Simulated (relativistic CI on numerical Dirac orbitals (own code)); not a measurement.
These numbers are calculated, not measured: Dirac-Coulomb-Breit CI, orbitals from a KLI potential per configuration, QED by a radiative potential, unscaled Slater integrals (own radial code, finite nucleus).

The strongest absorption lines from the ground level of an ion, among the configurations computed and to levels below about 440 eV (vacuum wavelength in nm, gf): 3.7756 (0.26), 3.8517 (1.7), 3.8672 (1.8), 3.8967 (0.46), 9.3363 (3.3), 9.3974 (0.55), 9.5470 (1.6), 10.456 (2.9).

(1) Which ion is it?
A. Ga XIII
B. Br XV
C. Rb XIX
D. Br XVII

Results:

(1) D. Br XVII has 19 electrons and the ground level 3s2 3p6 3d 2D_3/2; the strongest line goes to 3s2 3p5 3d2 2D°_3/2. The pattern of lines fixes the number of electrons, and along that sequence the line energies rise steadily with the charge (about as its square where n changes within one kind of shell, about linearly where n is kept but much faster in heavy ions where fine structure, which grows about as Z⁴, sets the gap, and irregularly where shells cross), which fixes Z. Configurations outside the model, such as inner-shell arrays, can give stronger lines. At this charge energies of transitions that change n are usually good to better than 1 %, and those within a shell (Δn = 0) to a few per cent.

LS names give the leading component of a level, which can be under half, so a name can repeat, a term be missing and a line seem to break the LS rules.
